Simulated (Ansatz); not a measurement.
Ansatz (a first-principles code) input (CCSD(T)/cc-pVDZ):

Ansatz 0.2 input:
```yaml
crystal:
  periodic: [false, false, false]
  atoms:
    - {symbol: C, position_ang: [-1.88863079, -1.24266507, -0.06809613]}
    - {symbol: C, position_ang: [-1.02916366, -0.40157587, 0.79898134]}
    - {symbol: C, position_ang: [-0.00399015, 0.51536515, 0.05542972]}
    - {symbol: C, position_ang: [0.82103972, 1.26021842, 1.10958576]}
    - {symbol: C, position_ang: [-0.76129125, 1.53854410, -0.79757782]}
    - {symbol: C, position_ang: [0.90957554, -0.30949074, -0.87321768]}
    - {symbol: C, position_ang: [1.71769136, -1.42549641, -0.21576130]}
    - {symbol: H, position_ang: [-2.80978173, -0.86091016, -0.48576049]}
    - {symbol: H, position_ang: [-1.57606039, -2.23091056, -0.37632540]}
    - {symbol: H, position_ang: [-1.65226655, 0.25660106, 1.41339952]}
    - {symbol: H, position_ang: [-0.46836077, -1.03573987, 1.49087177]}
    - {symbol: H, position_ang: [0.17819920, 1.89171037, 1.72690827]}
    - {symbol: H, position_ang: [1.56591854, 1.90401000, 0.63563456]}
    - {symbol: H, position_ang: [1.34485116, 0.57308207, 1.77559951]}
    - {symbol: H, position_ang: [-0.06433987, 2.21422114, -1.29868561]}
    - {symbol: H, position_ang: [-1.36098876, 1.04649423, -1.56513075]}
    - {symbol: H, position_ang: [-1.43017924, 2.14438681, -0.18167475]}
    - {symbol: H, position_ang: [0.29046967, -0.73964910, -1.66545307]}
    - {symbol: H, position_ang: [1.59647546, 0.38486962, -1.36778175]}
    - {symbol: H, position_ang: [2.38092963, -1.04583585, 0.56296915]}
    - {symbol: H, position_ang: [1.07324290, -2.18159995, 0.23589180]}
    - {symbol: H, position_ang: [2.34050611, -1.93012710, -0.95652584]}
basis:
  gaussian:
    orbitals: cc-pVDZ
magnetization: {spin_polarized: true, initial_magnetization: 1}
correlation: {method: ccsd_t, electrons: outside_noble_gas}
```

End of the output:

```
integrals: 0.98 GiB planned
1561 factors; integrals over basis functions are off by at most 1.0e-3 eV
0.73 GiB of device memory are held for the factors and their scratch space
mean field: 1.40 GiB planned
mean field evaluation 1: about -7444.7293 eV, gradient 2.7e1 eV
mean field evaluation 2: about -7445.0312 eV, gradient 2.7e1 eV
mean field evaluation 4: about -7449.9611 eV, gradient 3.5e0 eV
mean field evaluation 8: about -7450.0637 eV, gradient 1.7e-1 eV
mean field evaluation 16: about -7449.1130 eV, gradient 9.7e0 eV
mean field -7450.06426790 eV, -273.7848120102 hartree, gradient 2.2e-6 eV, S^2 0.763059; 0 other end points of the search recorded, 0 dependent functions left out
7 core orbitals not correlated
reference -7450.06426790 eV, -273.7848120102 hartree; 22, 21 occupied and 144, 145 virtual orbitals, 1561 factors
second order -27.05737986 eV of doubles, -0.00000000 eV of singles
coupled cluster: 8.01 GiB planned
cycle   1  -28.82838517 eV  change    -1.8e0 eV  update   1.0e-1
cycle   2  -29.59327461 eV  change   -7.6e-1 eV  update   3.1e-2
cycle   3  -29.71084351 eV  change   -1.2e-1 eV  update   1.2e-2
cycle   4  -29.71516529 eV  change   -4.3e-3 eV  update   4.1e-3
cycle   5  -29.71608230 eV  change   -9.2e-4 eV  update   1.8e-3
cycle   6  -29.71587195 eV  change    2.1e-4 eV  update   7.1e-4
cycle   7  -29.71583186 eV  change    4.0e-5 eV  update   2.6e-4
cycle   8  -29.71583718 eV  change   -5.3e-6 eV  update   8.9e-5
cycle   9  -29.71580412 eV  change    3.3e-5 eV  update   3.4e-5
perturbative correction -0.90624024 eV, -0.0333037147 hartree
Total energy: -7480.68631226 eV, -274.9101513843 hartree
```

It need not be the lowest isomer of its formula.
